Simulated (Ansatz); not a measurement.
The cluster P₃Se. The state is a doublet with charge 0. Geometry PBE-D4/def2-SVP, basis def2-TZVP, Ansatz.

```xyz
4

P    -0.712    1.026   -0.320
P     0.010   -0.985   -0.832
P     1.470    0.579   -0.202
Se   -0.768   -0.620    1.354
```

```tsv
run	HOMO (eV)	LUMO (eV)
A	-6.08	-3.09
B	-5.30	-3.71
C	-6.99	-2.12
D	-4.92	-3.87
E	-8.20	-1.18
F	-4.96	-3.96
```

The structure comes from a short search, and lower isomers may exist.

HOMO and LUMO are taken over both spins.

Q: The runs used BHLYP, PBE, PBE0, r2SCAN, revPBE, ωB97X-V. Estimate which is which.

A: A PBE0 (25 % exact exchange); B r2SCAN (0 % exact exchange); C BHLYP (50 % exact exchange); D revPBE (0 % exact exchange); E ωB97X-V (range-separated); F PBE (0 % exact exchange). Exact exchange lowers occupied and raises empty levels; among semilocal functionals meta-GGAs tend to open the gap a little, and such runs are hard to tell apart. The gap grows from 1.00 eV (PBE) to 7.02 eV (ωB97X-V).
